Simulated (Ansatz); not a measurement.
Cartesian coordinates in Å:
```
C 1.406 -0.732 -0.044
Ti -0.596 -0.214 -0.012
N -0.678 1.477 -0.808
O -1.030 -0.092 1.711
F -1.388 -1.446 -1.005
H 1.769 -0.758 -1.076
H 1.517 -1.726 0.401
H 2.000 -0.014 0.526
H -0.740 2.352 -0.306
H -0.721 1.639 -1.804
H -1.539 -0.486 2.417
```

The species carries charge 0 and has multiplicity 1.

Task: List the r2SCAN/def2-TZVPP orbital energies in eV (Ansatz 0.2.0). (Best estimate.)

Result: The calculation gave: Occupied: -4856.34, -665.49, -538.29, -515.95, -448.44, -448.38, -448.35, -384.88, -272.00, -63.47, -39.91, -39.54, -39.25, -29.43, -25.59, -21.60, -17.06, -12.84, -12.41, -10.60, -10.17, -10.09, -9.75, -9.56, -9.52, -8.58, -8.43, -6.72, -6.48. Lowest empty: -2.29, -2.03, -1.28, -1.01, -0.63, 0.06, 1.36, 1.93.
